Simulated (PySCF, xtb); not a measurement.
C3H6BClO, SMILES C=CB(Cl)OC. Other conformers were not sampled.

Harmonic wavenumbers (cm⁻¹) from GFN2-xTB (xtb 6.7.1) at its own minimum, in rising order: 75, 139, 166, 184, 223, 259, 367, 431, 615, 658, 897, 931, 1003, 1038, 1054, 1126, 1142, 1285, 1317, 1409, 1420, 1465, 1470, 1662, 2965, 2970, 2989, 3039, 3084, 3106.

**Question.** What does ωB97X-D3(BJ)/def2-SVP (PySCF) give at its own minimum? (The exact figures need the calculation; the answer reports its results.)

**Answer.** 95, 149, 168, 212, 247, 291, 391, 476, 682, 685, 1010, 1014, 1042, 1064, 1113, 1187, 1203, 1307, 1412, 1456, 1484, 1491, 1523, 1726, 3063, 3158, 3161, 3178, 3184, 3252. Paired by order, the mean absolute difference is 64 cm⁻¹ and the zero-point energies are 55.0 and 57.8 kcal/mol.
